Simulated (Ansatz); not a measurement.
Relaxation of the cluster Ga2Se3 with RKS r2SCAN-D4/def2-SVP.

```sh
$ ansatz run in.yaml --threads 4 --pin off --events-out ev --progress --plain --max-ram 4787MiB
```

```yaml
crystal:
  periodic: [false, false, false]
  atoms:
    - {symbol: Ga, position_ang: [0.100190, -2.253350, 0.769600]}
    - {symbol: Ga, position_ang: [-0.030620, 1.845020, -1.505920]}
    - {symbol: Se, position_ang: [1.839880, 0.017320, -0.084520]}
    - {symbol: Se, position_ang: [-1.800690, -0.233280, -0.296850]}
    - {symbol: Se, position_ang: [-0.108760, 0.624300, 1.117680]}
basis:
  gaussian: {orbitals: def2-SVP}
hamiltonian: {xc: r2scan, dispersion: d4}
scf: {lower_state_search: "off"}
output: {orbitals: {seedname: orbitals}}
relax: {f_tol: 0.02, max_steps: 100}
```

Run time 20 s (4 threads of Arm Neoverse V1 on a shared host).

Positions (Å) and forces (eV/Å) at steps 1, 2, 3, 4, 5 of 5:

```xyz
5
step=1 energy=-300770.0248 eV
Ga    0.100   -2.253    0.770   -0.037    0.850   -0.349
Ga   -0.031    1.845   -1.506    0.023   -0.744    0.538
Se    1.840    0.017   -0.085   -0.333   -0.182   -0.314
Se   -1.801   -0.233   -0.297    0.368   -0.153   -0.280
Se   -0.109    0.624    1.118   -0.021    0.229    0.405
5
step=2 energy=-300770.3134 eV
Ga    0.099   -2.102    0.645    0.005    0.145   -0.134
Ga   -0.022    1.658   -1.443    0.005   -0.189    0.045
Se    1.779    0.005   -0.103   -0.152    0.025    0.067
Se   -1.738   -0.237   -0.308    0.133    0.055    0.075
Se   -0.117    0.675    1.210    0.009   -0.036   -0.052
5
step=3 energy=-300770.3323 eV
Ga    0.105   -2.055    0.527    0.011   -0.139    0.014
Ga   -0.014    1.534   -1.467   -0.003    0.085   -0.113
Se    1.781    0.032   -0.050    0.032   -0.004   -0.002
Se   -1.751   -0.206   -0.259   -0.030   -0.001   -0.009
Se   -0.121    0.695    1.249   -0.011    0.059    0.110
5
step=4 energy=-300770.3358 eV
Ga    0.107   -2.077    0.529    0.002   -0.009    0.000
Ga   -0.014    1.546   -1.485   -0.002    0.004   -0.008
Se    1.769    0.032   -0.048    0.042    0.000    0.000
Se   -1.740   -0.204   -0.256   -0.040   -0.002   -0.007
Se   -0.122    0.702    1.261   -0.002    0.007    0.015
5
step=5 energy=-300770.3360 eV
Ga    0.107   -2.077    0.525    0.000    0.001   -0.001
Ga   -0.014    1.543   -1.487    0.000   -0.002    0.000
Se    1.775    0.034   -0.045    0.004   -0.002   -0.003
Se   -1.745   -0.202   -0.254   -0.003   -0.002   -0.004
Se   -0.122    0.702    1.261   -0.001    0.004    0.008
```

Another isomer (singlet) lies 0.54 eV lower at PBE0-D4/def2-TZVP; other spin states weren't run for this one.
